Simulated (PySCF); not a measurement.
Cartesian coordinates in Å; atom numbers follow the order of the lines, from 1:
```xyz
20

O    -1.580   -0.859    1.702
Si   -1.852   -1.053    0.117
C    -0.248   -0.702   -0.874
C    -0.043    0.775   -1.218
C     0.195    1.579    0.059
C     1.343    0.952    0.849
O     1.117   -0.415    1.125
C     0.966   -1.164   -0.069
H    -0.663   -0.731    1.968
H    -2.896   -0.106   -0.270
H    -2.232   -2.445   -0.134
H    -0.263   -1.273   -1.805
H     0.828    0.882   -1.875
H    -0.912    1.165   -1.751
H     0.447    2.615   -0.176
H    -0.710    1.574    0.668
H     1.465    1.435    1.822
H     2.282    1.058    0.282
H     1.887   -1.072   -0.669
H     0.863   -2.205    0.246
```

In vacuum, relativity neglected, one computed conformer. Coordinates at the GFN2-xTB level; NMR shieldings at PBE0/pcSseg-1/GIAO; PySCF 2.14.0 with density-fitted response routines.

Referencing at the same level of theory: TMS for ¹³C (186.93 ppm).

Do the ¹³C shifts follow the atomic charges (in e)? Tabulate both.

Results:


| atoms | hybridisation | δ (ppm) | σ para (ppm) | Hirshfeld | IAO | Mulliken | ESP-fitted |
| --- | --- | --- | --- | --- | --- | --- | --- |
| C8 | sp3 | 74.4 | -134 | +0.00 | -0.06 | +0.08 | -0.03 |
| C6 | sp3 | 72.8 | -130 | +0.01 | -0.06 | +0.07 | +0.06 |
| C4 | sp3 | 31.0 | -91 | -0.07 | -0.25 | -0.19 | -0.01 |
| C5 | sp3 | 28.3 | -92 | -0.08 | -0.28 | -0.27 | -0.06 |
| C3 | sp3 | 26.6 | -94 | -0.12 | -0.42 | -0.57 | -0.29 |

Correlation coefficients of δ with charge over these carbons: Hirshfeld +0.95, IAO +0.93, Mulliken +0.88, ESP-fitted +0.59; with the paramagnetic shielding -0.99. With so few points these coefficients are fragile. Charge is one influence among several: hybridisation and low-lying excitations act through the paramagnetic term.

Shifts are as computed. Against solution values, carbons near 30 ppm lie about +3 ppm off and those near 130 ppm about +5 ppm. Of 1309 compounds with measured shifts, 239 miss one by over three times the rms of a fit or turn the order of signals round; such compounds aren't used in these exercises.
